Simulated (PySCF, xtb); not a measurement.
C2H2N3, SMILES [c]1nc[nH]n1, multiplicity 2.

Geometry: B3LYP-D3(BJ)/def2-SVP. The isomer is the one that the SMILES or the coordinates give; other isomers of the formula were not compared.

Calculation: IEF-PCM-B3LYP/def2-SVP (PySCF).

The values are the electrostatic part of the solvation free energy, E(continuum) − E(gas) at the gas-phase geometry, in a cavity of scaled van der Waals radii (PySCF's table); cavitation and dispersion terms are not included. The dipole moment in vacuum is 3.88 D.

Computed values in water (ε = 78.36), ethanol (ε = 24.85), methanol (ε = 32.61):
```tsv
solvent	ε	ΔG(elec) (kcal/mol)	dipole (D)
water	78.36	-9.1	5.04
ethanol	24.85	-8.7	4.98
methanol	32.61	-8.8	5.00
```

For comparison, GFN2-xTB/ALPB(water) (xtb, at the GFN2-xTB geometry, all terms of that model) gives -8.6 kcal/mol.
